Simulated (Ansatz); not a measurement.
Isolated molecules relaxed with PBE0-D4/def2-TZVP in Ansatz; ΔE leaves out vibrations. CCSD(T)/CBS is the MP2 limit (def2-TZVPP, def2-QZVPP) plus CCSD(T) − MP2 in def2-TZVPP, frozen cores. This one scheme is used for every species. For Ge outer-core shells are correlated without core-valence functions, which leaves a few kJ/mol of doubt a bond. Scalar relativity is left out up to krypton. Each species was taken in one conformer, which may not be the lowest.

Consider the cleavage of the Si–Ge bond: `[NH2][GeH2][SiH](N)O` + HCl → `N[SiH](O)Cl` + `[NH2][GeH3]`.

```json
{"level": "HF/def2-TZVPP", "ΔE (eV)": "-1.35"}
{"level": "SCS-MP2/def2-TZVPP", "ΔE (eV)": "-1.18"}
```

(1) What does CCSD(T)/CBS give? (Best estimate.)

Largest T1 diagnostic among the species: 0.011.

Answers

(1) Ansatz gave: -1.12 eV. The listed levels differ from it by -0.23, -0.06 eV.

The D4 term adds +0.06 eV with B3LYP and +0.04 eV with PBE0; it sums over pairs of atoms, weighted by their polarisabilities, and B3LYP, whose exchange is more repulsive, gets the larger term. From PBE to PBE0 (25 % exact exchange), in def2-TZVPP and without D4, ΔE moves by −0.07 eV. In def2-TZVPP, CCSD(T) changes the Hartree–Fock value by +0.26 eV (the triples alone add +0.02 eV) and MP2 by +0.19 eV.

B3LYP here is the variant with VWN-RPA as its local correlation; programs differ in this.
